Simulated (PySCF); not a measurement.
# UHF on Rh²⁺ (rhodium, charge +2)

Configuration: [Kr] 4d7, high-spin 4F determinant. All numbers are calculated (PySCF 2.14, a scalar-relativistic core potential, in def2-TZVPPD with the def2 core potential (28 electrons)).

* Total energy: -108.919424 hartree
* One-electron energy: -181.4737 hartree
* Hartree (Coulomb) energy: 82.8233 hartree
* Exchange energy: -10.2690 hartree
* ⟨S²⟩: 3.7547
* ⟨L²⟩: 12.056
* Sum of ⟨r⟩: 18.66 bohr
* Sum of ⟨r²⟩: 27.22 bohr²

```tsv
shell	electrons	mean orbital energy (eV)	spread (eV)	rms radius, mean of both spins (bohr)
4s α	1	-126.33	0	1.05
4s β	1	-120.55	0	1.05
4p α	3	-89.025	0	1.16
4p β	3	-81.810	0	1.16
4d α	5	-33.623	1.232	1.55
4d β	2	-31.021	0	1.55
```

Energies and moments cover only the electrons outside the core potential.
